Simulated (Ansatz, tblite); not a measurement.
Bond stretch in C2H10Al2O6, singlet. The O3–C17 bond (O3 also carries Al, Al; C17 carries H, H, H) is pulled apart rigidly from the PBE0/def2-SVP optimised geometry.

Computed with: GFN2-xTB, 300 K electronic temperature (tblite); RKS-PBE = restricted PBE/def2-SVP run with Ansatz (a program for electronic structure); UKS-PBE0 = unrestricted PBE0/def2-SVP (Ansatz).

Energies are in kcal/mol, each relative to the lowest point of its own curve near equilibrium.

```
R / Å  GFN2-xTB  RKS-PBE  UKS-PBE0
-----  --------  -------  --------
1.17       36.6     44.7      42.5
1.23       18.2     23.1      21.2
1.34          …      3.6         …
1.38          …        …       0.5
1.42        0.0      0.0       0.0
1.45        0.5      0.1       0.5
1.52        3.6      2.7       3.8
1.59        8.8        …       9.5
1.73       23.0     20.5      24.3
1.87       39.3     35.3      41.0
2.06       61.6     54.9      63.0
2.34       89.1        …      90.4
2.63      108.4     97.2     105.7
2.99      122.0    111.0     112.8
3.44      129.2    119.9     115.0
4.11      131.8    125.4     115.6
```

Complete the blanks.


- 1.34, GFN2-xTB: 2.3
- 1.34, UKS-PBE0: 2.8
- 1.38, GFN2-xTB: 0.4
- 1.38, RKS-PBE: 1.0
- 1.59, RKS-PBE: 7.4
- 2.34, RKS-PBE: 79.2

The restricted form behind RKS-PBE keeps the bonding electrons paired and can't separate into open-shell fragments. The unrestricted determinant behind UKS-PBE0 is spin-contaminated at 2.34 to 4.11 Å (<S²> up to 1.0, against 0.00 for a pure singlet).
